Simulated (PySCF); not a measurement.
C8H12.
SMILES with atom numbers: `[CH3:1][C:2]1=[CH:3][CH:4]=[CH:5][C@@H:6]([CH3:7])[CH2:8]1`

Definitions: NICS(0) = −σiso at the ring centroid; NICS(1) = −σiso and NICS(1)zz = −σzz at ±1 Å along the ring normal z. Level: GIAO PBE0/pcSseg-1 (PySCF, non-relativistic, gas phase) on the GFN2-xTB geometry, one conformer.

Ring bond lengths (Å), with Mayer bond orders in brackets: C2–C3 1.335 (1.78), C3–C4 1.449 (1.12), C4–C5 1.331 (1.83), C5–C6 1.504 (1.02), C6–C8 1.532 (1.04), C8–C2 1.505 (1.02).

Task: Give the NICS values of each ring in ppm.

Result: 
| ring | type | NICS(0) | NICS(1), two faces | NICS(1)zz, two faces | rms pucker (Å) | centre to ring atoms, mean (Å) |
| --- | --- | --- | --- | --- | --- | --- |
| C2–C3–C4–C5–C6–C8 | 6-membered carbocycle; formal bonds 2 double, 4 single | 1.1 | -1.8 / -1.4 | 1.5 / 1.5 | 0.16 | 1.42 |

Task: What can be read from them?

Result: 
- C2–C3–C4–C5–C6–C8: mean NICS(1)zz 1.5 ppm, near zero. C6, C8 have four or more neighbours; no verdict on aromaticity is drawn.

Task: What are the shieldings of the ring atoms and their hydrogens in the same run (means over atoms taken as equivalent)?

Result: 
```json
{"atoms": "C2", "environment": "fully substituted alkene carbon", "σ isotropic (ppm)": "45.4", "principal values of the symmetric part, first atom (ppm)": "-60.4, 34.3, 162.3"}
{"atoms": "C3", "environment": "alkene CH carbon", "σ isotropic (ppm)": "61.6", "principal values of the symmetric part, first atom (ppm)": "-47.0, 80.9, 151.0"}
{"atoms": "C4", "environment": "alkene CH carbon", "σ isotropic (ppm)": "56.4", "principal values of the symmetric part, first atom (ppm)": "-58.3, 64.3, 163.3"}
{"atoms": "C5", "environment": "alkene CH carbon", "σ isotropic (ppm)": "50.5", "principal values of the symmetric part, first atom (ppm)": "-56.6, 51.1, 157.0"}
{"atoms": "C6", "environment": "allylic carbon", "σ isotropic (ppm)": "155.5", "principal values of the symmetric part, first atom (ppm)": "147.0, 154.5, 164.9"}
{"atoms": "C8", "environment": "allylic carbon", "σ isotropic (ppm)": "148.7", "principal values of the symmetric part, first atom (ppm)": "138.4, 148.2, 159.7"}
{"atoms": "H on C3", "environment": "vinylic hydrogen", "σ isotropic (ppm)": "25.71", "principal values of the symmetric part, first atom (ppm)": "23.8, 24.5, 28.7"}
{"atoms": "H on C4", "environment": "vinylic hydrogen", "σ isotropic (ppm)": "25.57", "principal values of the symmetric part, first atom (ppm)": "23.9, 24.9, 28.0"}
{"atoms": "H on C5", "environment": "vinylic hydrogen", "σ isotropic (ppm)": "25.75", "principal values of the symmetric part, first atom (ppm)": "23.9, 26.0, 27.4"}
{"atoms": "H on C6", "environment": "methine hydrogen", "σ isotropic (ppm)": "29.59", "principal values of the symmetric part, first atom (ppm)": "26.0, 27.3, 35.4"}
{"atoms": "H on C8", "environment": "methylene hydrogen", "σ isotropic (ppm)": "29.98", "principal values of the symmetric part, first atom (ppm)": "26.0, 30.2, 33.8"}
{"atoms": "H on C8", "environment": "methylene hydrogen", "σ isotropic (ppm)": "29.10", "principal values of the symmetric part, first atom (ppm)": "24.6, 27.8, 34.9"}
```

On one thread of an Arm Neoverse V1, no GPU, shared host with 32 logical CPUs at a one-minute load of 11, this took 39 s (with the writing of density and orbital grids) and 0.87 GiB of memory at its peak. This is the whole shielding run at PBE0/pcSseg-1, SCF included.
